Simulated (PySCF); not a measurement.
# Assignment exercise: C$_{4}$H$_{7}$F$_{2}$NO

Atoms are numbered as in `[CH3:1][NH:2][C:3](=[O:4])[CH2:5][CH:6]([F:7])[F:8]`. Each H is labelled by its parent atom.

Calculated, not measured (PySCF 2.14.0 with density-fitted response routines): coordinates at the GFN2-xTB level, shieldings: GIAO PBE0/pcSseg-1. No solvent model, no relativistic terms, averaged over atoms made equivalent by symmetry, fast rotation or ring inversion, one computed conformer.

δ = σ(ref) − σ, references computed at the same level: ¹³C, ¹H against TMS.

(1) Assign these signals to the numbered atoms. ¹³C{¹H} NMR (computed): δ 165.6 (C), 122.0 (CH), 48.4 (CH2), 26.7 (CH3).

(2) Assign these signals to the numbered atoms. ¹H NMR (400 MHz, computed): δ 6.23 (m, 1H), 4.84 (br, 1H), 3.10 (d, 3H), 2.58 (m, 2H).

Answers

(1) 
```tsv
δ (ppm)	atoms	environment	reason
165.6	C3	amide carbonyl carbon	it is a carbonyl in resonance with an O or N lone pair, the region of acids, esters and amides
122.0	C6	sp3 CH bonded to 2 F	2 electronegative neighbours deshield it
48.4	C5	sp3 CH2 α to a carbonyl	the adjacent C=O deshields it moderately
26.7	C1	methyl carbon bonded to N	deshielded by the electronegative neighbour
```

(2) 
| δ (ppm) | atoms | environment | reason |
| --- | --- | --- | --- |
| 6.23 | H(C6) | hydrogen on an sp3 CH bonded to 2 F | its carbon carries F, an electronegative neighbour |
| 4.84 | H(N2) | hydrogen on an amide-type nitrogen | exchangeable, gas-phase position |
| 3.10 | H(C1) | hydrogen on a methyl carbon bonded to N | its carbon carries N, which withdraws density |
| 2.58 | H(C5) | hydrogen on an sp3 CH2 α to a carbonyl | α to C=O |

OH/NH shifts are gas-phase values; hydrogen bonding in solution moves them, usually downfield. Amide-type NH protons are broadened by 14N but still split neighbouring CH signals. Splittings by ¹⁹F in the carbon and heteronuclear signals aren't shown, as no couplings were computed. Shifts are as computed. Against solution values, carbons near 30 ppm lie about +3 ppm off and those near 130 ppm about +5 ppm. Of 1211 compounds with measured shifts, 218 miss one by over three times the rms of a fit or turn the order of signals round; such compounds aren't used in these exercises. Hydrogen bonding in solution deshields acid and N–H amide carbonyl carbons by as much as 10 ppm beyond these values. Multiplicities follow the n + 1 count of equivalent neighbours, as no J values were calculated; m marks all less simple cases, F and P coupling included.
